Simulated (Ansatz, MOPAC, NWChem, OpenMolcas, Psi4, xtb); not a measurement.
# How methods differ on CH5Ge (SMILES [CH3][GeH2])

CH5Ge, doublet, SMILES `[CH3][GeH2]`. Each level relaxes the structure for itself.

Quantity: the zero-point energy at each level's own minimum, in kJ/mol. The values are calculated.

| level | kind | program | value (kJ/mol) |
| --- | --- | --- | --- |
| MNDO | semi-empirical | MOPAC | 136.1 |
| PM6 | semi-empirical | MOPAC | 123.9 |
| GFN2-xTB | semi-empirical | xtb | 122.7 |
| GFN1-xTB | semi-empirical | xtb | 126.4 |
| UHF/3-21G | Hartree–Fock | OpenMolcas | 140.2 |
| UHF/6-31G* (Cartesian functions) | Hartree–Fock | OpenMolcas | 140.6 |
| UB3LYP-D3(BJ)/6-31G* (spherical functions) | global hybrid | NWChem | 131.6 |
| UPBE0-D4/def2-TZVP | global hybrid | Ansatz | 131.7 |
| UMP2/def2-SVP (density fitting, density fitting for correlation) | perturbation theory | Psi4 | 135.4 |

All-electron rows without a relativistic Hamiltonian named are non-relativistic. Harmonic and unscaled. The values span 122.7 to 140.6 kJ/mol. In the correlated wave-function rows the outer d shell of Ge is correlated, in sets not made for it.
